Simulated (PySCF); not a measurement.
Energy of Re⁺ (rhenium, charge +1) between two integer charges

The 6s alpha orbital of [Xe] 4f14 5d5 6s1 is emptied in steps (occupation f), with all orbitals relaxed, ending at [Xe] 4f14 5d5. Calculation: PySCF 2.14, in def2-TZVPPD with the def2 core potential (60 electrons) (6s5p3d2f1g, 59 functions); scalar relativity through the core potential. The exact energy is a straight line in f; departures are measured from the line between the end points of the same method.

**Question.** Among BHandHLYP, wB97X, TPSS, which shows the largest delocalisation error (convex curve), and which is closest to linear?

**Answer.** Most convex: TPSS (-0.878 eV at f = 0.5); closest to linear: wB97X (-0.079 eV).

| f | BHandHLYP (eV) | wB97X (eV) | TPSS (eV) |
| --- | --- | --- | --- |
| 1 | 0.000 | 0.000 | 0.000 |
| 0.9 | -0.150 | -0.030 | -0.314 |
| 0.7 | -0.350 | -0.068 | -0.735 |
| 0.5 | -0.417 | -0.079 | -0.878 |
| 0.3 | -0.351 | -0.065 | -0.739 |
| 0.1 | -0.151 | -0.027 | -0.318 |
| 0 | 0.000 | 0.000 | 0.000 |

```
   method  E(f=0) − E(f=1) (eV)  −ε at f=1 (eV)  −ε at f=0.5 (eV)
BHandHLYP                16.277          14.614            16.275
    wB97X                16.123          15.792            16.134
     TPSS                16.824          13.335            16.812
```

Reference removal energy between the ground levels: 16.6 ± 0.5 eV (semi-empirical (NIST evaluation); NIST Atomic Spectra Database, ionization energies).
